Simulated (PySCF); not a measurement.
How do the members of this family differ from one of them?

PySCF, CAM-B3LYP/def2-SVPD, density fitting, gas phase; each molecule at its own PBE0-D3(BJ)/def2-SVP geometry, one conformer. Singlet excitations by full TDDFT with frozen cores and triplets by Tamm–Dancoff TDDFT. 

Reference: `[H][Sn]([CH3])([CH3])[Cl]`, with HOMO energy -9.43 eV, LUMO energy 0.53 eV, lowest singlet excitation 6.55 eV, lowest triplet excitation 6.12 eV, mean polarisability 79.9 au and dipole moment 3.44 D.

Changes against it:

```tsv
molecule	change	Δ HOMO energy (eV)	Δ LUMO energy (eV)	Δ lowest singlet excitation (eV)	Δ lowest triplet excitation (eV)	Δ mean polarisability (au)	Δ dipole moment (D)
[H][Sn]([CH3])([CH3])[NH]C(C)(C)C	one ligand: Cl to NHtBu	+1.84	+0.38	-0.87	-0.90	+43.2	-3.01
[H][Sn]([CH3])([CH3])[NH]C	one ligand: Cl to NHMe	+1.88	+0.35	-1.16	-1.15	+7.7	-2.14
[H][Sn]([CH3])([CH3])[N](CC)CC	one ligand: Cl to NEt2	+2.43	+0.40	-1.17	-1.16	+43.2	-2.53
[H][Sn]([CH3])([CH3])[O]C	one ligand: Cl to OMe	+0.84	+0.29	-0.38	-0.39	+2.6	-1.46
[H][Sn]([CH3])([CH3])[N](C)C	one ligand: Cl to NMe2	+2.34	+0.37	-1.29	-1.23	+20.0	-2.37
[H][Sn]([CH3])([CH3])[Si](C)(C)C	one ligand: Cl to SiMe3	+1.38	+0.36	-0.24	-0.42	+54.4	-2.29
[H][Sn]([CH3])([CH3])[O]C(C)(C)C	one ligand: Cl to OtBu	+0.94	+0.28	-0.21	-0.24	+38.0	-1.96
```

Rows whose labels were lost:

```json
{"row": "P", "Δ HOMO energy (eV)": "+1.08", "Δ LUMO energy (eV)": "+0.06", "Δ lowest singlet excitation (eV)": "-1.15", "Δ lowest triplet excitation (eV)": "-2.06", "Δ mean polarisability (au)": "+54.1", "Δ dipole moment (D)": "-2.94"}
{"row": "Q", "Δ HOMO energy (eV)": "+2.38", "Δ LUMO energy (eV)": "+0.39", "Δ lowest singlet excitation (eV)": "-1.18", "Δ lowest triplet excitation (eV)": "-1.16", "Δ mean polarisability (au)": "+31.4", "Δ dipole moment (D)": "-2.55"}
{"row": "R", "Δ HOMO energy (eV)": "+0.62", "Δ LUMO energy (eV)": "+0.34", "Δ lowest singlet excitation (eV)": "-0.35", "Δ lowest triplet excitation (eV)": "-1.84", "Δ mean polarisability (au)": "+11.8", "Δ dipole moment (D)": "-2.87"}
```

Task: Which row belongs to which of `[H][Sn]([CH3])([CH3])[c]1ccccc1` (one ligand: Cl to Ph), `[H][Sn]([CH3])([CH3])[CH]=C` (one ligand: Cl to vinyl) and `[H][Sn]([CH3])([CH3])[N](C)CC` (one ligand: Cl to NMeEt)?

Result: P = `[H][Sn]([CH3])([CH3])[c]1ccccc1`, Q = `[H][Sn]([CH3])([CH3])[N](C)CC` and R = `[H][Sn]([CH3])([CH3])[CH]=C`. P and Q are told apart most clearly by the mean polarisability (+54.1 against +31.4 au); P and R are told apart most clearly by the mean polarisability (+54.1 against +11.8 au); Q and R are told apart most clearly by the mean polarisability (+31.4 against +11.8 au); Q comes close to the labelled row of `[H][Sn]([CH3])([CH3])[N](CC)CC` in every column.

Task: Fit a straight line for the change of the lowest triplet excitation against that of the lowest singlet excitation over the labelled rows, and test it on P, Q and R.

Result: Over the 7 labelled rows the slope is 0.888 eV/eV, the intercept -0.11 eV, r = 0.99 and the standard error 0.058 eV. P: predicted -1.13, computed -2.06 eV; Q: predicted -1.16, computed -1.16 eV; R: predicted -0.42, computed -1.84 eV. The mean miss is 0.78 eV, against 0.9 eV for guessing the labelled rows' mean: the line helps only a little.
